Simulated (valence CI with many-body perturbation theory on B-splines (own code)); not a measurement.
**E1 line list for Eu58+**

Calculated by relativistic CI+MBPT: three valence electrons over a frozen Dirac-Fock core [He], radial functions for each j: 11 s, 11 p, 9 d, 7 f, 5 g, 2 h, 1 i, with the one-electron correlation potential Σ1, the two-electron term Σ2, the three-electron term Σ3, Breit, model QED; selected CI, second order for the rest (own B-spline code, finite nucleus).

The last digits are not significant, and no measured levels were compared; by estimate large intervals hold to a few tenths of a per cent, small ones and those within an open d or f shell to about a per cent.

Lines 51 to 100 of 276 in falling wavelength, among levels below 648.30 Ry, chosen from the strongest by gf and those to the six lowest levels. Wavelengths and rates use the calculated energies. Electric multipoles are in the length gauge, E1 and E2 with the static RPA response of the core. Weak lines are less certain than strong ones. Lines between different terms over intervals too small for the method are left out, as are lines whose strength nearly cancels. The highest levels of a list are the least certain.

Levels are named by their leading jj configuration (3d3/2^4 stands for four electrons in 3d with j = 3/2), which in mixed levels can hold well under half, so a name can repeat and another be missing. Letters in brackets count levels of one name in rising energy.

```tsv
λ vac (Å)	Upper	Lower	A (s⁻¹)	S (a.u.) with core polarisation	S without
43.35	(2s 2p1/2 3p3/2) J=3/2 [b]	(2s 2p1/2 3s) J=3/2	1.62e+11	2.61e-02	2.61e-02
42.98	(2s 2p3/2 3p3/2) J=1/2 [b]	(2s 2p3/2 3s) J=1/2	2.80e+11	2.19e-02	2.19e-02
42.50	(2p1/2 2p3/2 3p3/2) J=5/2 [b]	(2p1/2 2p3/2 3s) J=5/2	1.39e+11	3.16e-02	3.16e-02
41.69	(2s 2p3/2 3p3/2) J=5/2 [a]	(2s 2p3/2 3s) J=5/2	2.17e+11	4.66e-02	4.67e-02
41.14	(2p1/2 2p3/2 3p3/2) J=1/2 [b]	(2p1/2 2p3/2 3s) J=3/2 [b]	3.05e+11	2.10e-02	2.10e-02
39.36	(2p1/2^2 2p3/2) J=3/2	(2s 2p1/2 2p3/2) J=3/2 [a]	1.70e+10	2.05e-03	2.05e-03
24.77	(2s^2 2p3/2) J=3/2	(2s 2p1/2^2) J=1/2	4.78e+09	1.43e-04	1.44e-04
14.53	(2s 2p1/2 2p3/2) J=3/2 [a]	(2s^2 2p1/2) J=1/2	1.71e+10	1.04e-04	1.04e-04
14.23	(2s 2p3/2^2) J=5/2	(2s^2 2p3/2) J=3/2	5.63e+11	4.81e-03	4.81e-03
13.95	(2p1/2 2p3/2^2) J=3/2	(2s 2p1/2 2p3/2) J=1/2	1.43e+12	7.68e-03	7.69e-03
13.67	(2p1/2 2p3/2 3d3/2) J=5/2 [a]	(2s 2p1/2 3d3/2) J=5/2	9.01e+11	6.82e-03	6.83e-03
13.64	(2p1/2 2p3/2^2) J=5/2	(2s 2p1/2 2p3/2) J=3/2 [b]	1.72e+12	1.29e-02	1.30e-02
13.63	(2p1/2 2p3/2 3s) J=3/2 [b]	(2s 2p1/2 3s) J=1/2 [b]	1.30e+12	6.48e-03	6.49e-03
13.61	(2p1/2 2p3/2 3d5/2) J=9/2	(2s 2p1/2 3d5/2) J=7/2	1.44e+12	1.79e-02	1.80e-02
13.59	(2p1/2 2p3/2 3p3/2) J=7/2	(2s 2p1/2 3p3/2) J=5/2	1.66e+12	1.64e-02	1.65e-02
13.58	(2p3/2^3) J=3/2	(2s 2p3/2^2) J=3/2	3.86e+12	1.91e-02	1.91e-02
13.51	(2s 2p3/2 3d5/2) J=7/2 [b]	(2s^2 3d5/2) J=5/2	2.14e+12	2.08e-02	2.09e-02
13.50	(2p1/2 2p3/2 3d5/2) J=7/2 [a]	(2s 2p1/2 3d5/2) J=5/2 [a]	1.33e+12	1.29e-02	1.29e-02
13.49	(2p1/2 2p3/2 3d3/2) J=5/2 [b]	(2s 2p1/2 3d3/2) J=3/2 [b]	1.45e+12	1.05e-02	1.05e-02
13.47	(2s 2p3/2 3p3/2) J=5/2 [b]	(2s^2 3p3/2) J=3/2	2.38e+12	1.73e-02	1.73e-02
13.46	(2p1/2 2p3/2 3p1/2) J=5/2	(2s 2p1/2 3p1/2) J=3/2	1.58e+12	1.14e-02	1.14e-02
13.45	(2p1/2 2p3/2 3p3/2) J=5/2 [a]	(2s 2p1/2 3p3/2) J=3/2 [a]	1.27e+12	9.14e-03	9.16e-03
13.45	(2p1/2 2p3/2 3d3/2) J=7/2	(2s 2p1/2 3d3/2) J=5/2	1.44e+12	1.39e-02	1.39e-02
13.43	(2p1/2 2p3/2 3p1/2) J=3/2 [b]	(2s 2p1/2 3p1/2) J=1/2 [b]	1.47e+12	7.05e-03	7.07e-03
13.42	(2p1/2 2p3/2 3d5/2) J=7/2 [b]	(2s 2p1/2 3d5/2) J=5/2 [b]	8.05e+11	7.68e-03	7.70e-03
13.38	(2p1/2 2p3/2 3s) J=5/2	(2s 2p1/2 3s) J=3/2	1.57e+12	1.11e-02	1.11e-02
13.35	(2s 2p3/2 3d3/2) J=5/2 [b]	(2s^2 3d3/2) J=3/2	2.16e+12	1.52e-02	1.52e-02
13.33	(2s 2p3/2 3p1/2) J=1/2	(2s^2 3p1/2) J=1/2	2.66e+12	6.23e-03	6.24e-03
13.33	(2s 2p3/2 3s) J=1/2	(2s^2 3s) J=1/2	2.64e+12	6.16e-03	6.17e-03
13.31	(2s 2p3/2 3p1/2) J=3/2 [b]	(2s^2 3p1/2) J=1/2	2.47e+12	1.15e-02	1.15e-02
13.31	(2p1/2 2p3/2 3d3/2) J=3/2 [a]	(2s 2p1/2 3d3/2) J=3/2 [a]	1.48e+12	6.87e-03	6.88e-03
13.30	(2p1/2 2p3/2 3p3/2) J=5/2 [b]	(2s 2p1/2 3p3/2) J=3/2 [b]	8.55e+11	5.96e-03	5.97e-03
13.29	(2s 2p3/2 3d5/2) J=5/2 [b]	(2s^2 3d5/2) J=5/2	2.42e+12	1.68e-02	1.69e-02
13.29	(2p1/2 2p3/2 3d3/2) J=5/2 [a]	(2s 2p1/2 3d3/2) J=3/2 [a]	8.11e+11	5.63e-03	5.64e-03
13.27	(2p1/2 2p3/2 3s) J=3/2 [a]	(2s 2p1/2 3s) J=1/2 [a]	1.38e+12	6.37e-03	6.38e-03
13.26	(2p1/2 2p3/2 3d5/2) J=7/2 [b]	(2s 2p1/2 3d5/2) J=7/2	8.77e+11	8.08e-03	8.10e-03
13.26	(2s 2p3/2 3s) J=3/2 [b]	(2s^2 3s) J=1/2	2.47e+12	1.14e-02	1.14e-02
13.26	(2s 2p3/2 3p3/2) J=3/2 [b]	(2s^2 3p3/2) J=3/2	2.46e+12	1.13e-02	1.14e-02
13.25	(2s 2p3/2 3d5/2) J=3/2 [b]	(2s^2 3d5/2) J=5/2	2.66e+12	1.22e-02	1.22e-02
13.20	(2s 2p3/2 3d3/2) J=3/2 [b]	(2s^2 3d3/2) J=3/2	1.58e+12	7.16e-03	7.17e-03
13.09	(2p1/2 2p3/2^2) J=3/2	(2s 2p1/2 2p3/2) J=5/2	2.33e+11	1.03e-03	1.03e-03
13.07	(2s 2p1/2 2p3/2) J=1/2	(2s^2 2p1/2) J=1/2	2.94e+12	6.48e-03	6.49e-03
13.05	(2s 2p1/2 2p3/2) J=3/2 [b]	(2s^2 2p1/2) J=1/2	2.55e+12	1.12e-02	1.12e-02
12.98	(2p1/2 2p3/2^2) J=1/2	(2s 2p1/2 2p3/2) J=3/2 [b]	3.03e+12	6.55e-03	6.56e-03
12.96	(2p1/2 2p3/2^2) J=1/2	(2s 2p1/2 2p3/2) J=1/2	1.35e+12	2.90e-03	2.91e-03
12.91	(2s 2p3/2^2) J=1/2	(2s^2 2p3/2) J=3/2	2.37e+12	5.03e-03	5.04e-03
12.91	(2p1/2^2 2p3/2) J=3/2	(2s 2p1/2^2) J=1/2	1.89e+12	8.00e-03	8.02e-03
12.90	(2s 2p3/2^2) J=3/2	(2s^2 2p3/2) J=3/2	4.22e+12	1.79e-02	1.79e-02
12.80	(2p1/2 2p3/2^2) J=5/2	(2s 2p1/2 2p3/2) J=5/2	1.86e+12	1.15e-02	1.15e-02
12.60	(2p1/2 2p3/2^2) J=3/2	(2s 2p1/2 2p3/2) J=3/2 [a]	2.06e+12	8.13e-03	8.14e-03
```
